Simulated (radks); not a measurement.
Q: Ionisation of the platinum ion Pt+, [Xe] 4f14 5d9, to [Xe] 4f14 5d8 as the strength of local exchange is varied. All-electron calculation, Dirac Kohn-Sham, Slater X-alpha exchange (alpha = 2/3 is LDA exchange), no correlation, spin-unpolarised, spherical densities, point nucleus; open shells are shared between the two j in proportion to 2j + 1. Program: a radial shooting solver on a logarithmic mesh with Libxc functionals.

alpha  E(Pt+) (hartree)  exchange (hartree)  IE (eV)  -e of the level emptied (eV)  <r> of it (bohr)
0.596       -18392.1512           -301.8864   17.791                11.801 (5d5/2)             1.724
0.667       -18428.1520           -338.5600   18.861                12.728 (5d5/2)             1.693
0.677       -18433.2286           -343.7374   19.015                12.862 (5d5/2)             1.689
0.765       -18477.9674           -389.4275   20.402                14.075 (5d5/2)             1.654
0.769       -18480.0038           -391.5098   20.466                14.132 (5d5/2)             1.653
0.981       -18588.2729           -502.5565   24.056                17.320 (5d5/2)             1.576
?           -18591.8593           -506.2460   24.181                17.431 (5d5/2)             1.573

Which alpha was used in the last row?

A: alpha = 0.988. NIST Atomic Spectra Database: 18.6 +/- 0.12 eV (measured). The Delta-SCF value meets it near alpha = 0.65. Spin polarisation and multiplet splitting are left out, so open shells lie too high by an amount that depends on their filling. Sharing an open shell by 2j + 1 raises it above the true ground level by a part of the spin-orbit splitting, which enters the differences from NIST.

Beside tabulated values, note that spin-unpolarised runs miss the spin-polarisation part of the exchange energy of open shells.
